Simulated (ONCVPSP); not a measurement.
Rh (Z = 45), ONCV: configuration errors across variants

* Element: rhodium
* Generator: ONCVPSP 4.0.1
* Type: optimised norm-conserving Vanderbilt (ONCV)
* Functional: PBE
* Relativity: scalar-relativistic
* Frozen core: [Kr]
* Valence charge: 9
* Reference configuration: 4d8 5s1
* Partial waves: 5s: rc 2.25 bohr, ncon 5, nbas 8, qcut 2.7 1/bohr, 3 projectors, debl 3.5 Ha; p scattering state at 0.35 Ha: rc 2.45 bohr, ncon 4, nbas 7, qcut 2.7 1/bohr, 2 projectors, debl 2.3 Ha; 4d: rc 1.40 bohr, ncon 3, nbas 8, qcut 6.6 1/bohr, 1 projector; f scattering state at 0.08 Ha: rc 1.70 bohr, ncon 3, nbas 7, qcut 6.9 1/bohr, 3 projectors, debl 2.5 Ha
* Local potential: polynomial inside 1.05 bohr (lpopt 3, dvloc0 2 Ha)
* Core correction: Teter function fitted to the true core (icmod 2), fcfact 0.7

All-electron excitation energies from the reference (eV): (1) 4d8 5s0 7.461; (2) 4d7 5s0 26.971; (3) 4d6 5s0 59.476; (4) 4d8 5s0.5 2.919.

2 further variants failed, have other tests or another functional or relativity, and are left out.

A true bound ghost makes a file unfit for plane-wave use even where its test errors are small: the radial tests pick states by their node count and pass the ghost by.

Errors AE − PS in meV (a dash: test not solved or not reliable):

```tsv
change	(1)	(2)	(3)	(4)	bound ghosts	GHOST(+) flags above zero
base	-2.6	-14	-243	-1.2	s	s, p
s: ncon 3, nbas 6	-4.1	-10	-230	-1.4	none	s, p
all radii but the core radius scaled by about 1.33 (s 3.00, p 3.28, d 1.86, f 2.26 bohr); local potential polynomial inside 1.40 bohr (lpopt 3, dvloc0 2 Ha)	-1.4	-13	-226	-0.9	none	s, p
f: qcut 8.3	-2.6	-14	-243	-1.2	s	s, p
s: qcut 3.5	-2.2	-14	-244	-1.0	s	s, p
d: rc 1.62	-1.8	-14	-239	-1.1	s	s, p
core correction Teter function fitted to the true core (icmod 2), fcfact 0.44	-5.6	-29	-272	-1.7	s	s, p
s: nproj 2	-2.5	-14	-242	-1.2	s	s, p
```

Question: Give the same row for: s: nbas 9.

Answer: -3.3, -13, -237, -1.3; bound ghosts: none; GHOST(+) flags above zero: s, p.
